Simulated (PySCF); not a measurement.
Vertical excitations of a molecule C2H9FOSi2 from PySCF with TDA-PBE0/def2-SVPD, as energy in eV (oscillator strength): 6.55 (0.028), 7.01 (0.024), 7.13 (0.022), 7.26 (0.047), 7.49 (0.019), 7.66 (0.015). Lowest triplet (TDA): 5.84 eV. Coordinates come from a B3LYP-D3(BJ)/def2-SVP optimisation. Other conformers were not sampled.

Problem. Which molecule gave these data?
A) OCC[SiH2][SiH2]F
B) O[C@H]([SiH3])C[SiH2]F
C) C[SiH2][Si@](C)(O)F
D) F[SiH2]OCC[SiH3]

Solution. A, OCC[SiH2][SiH2]F
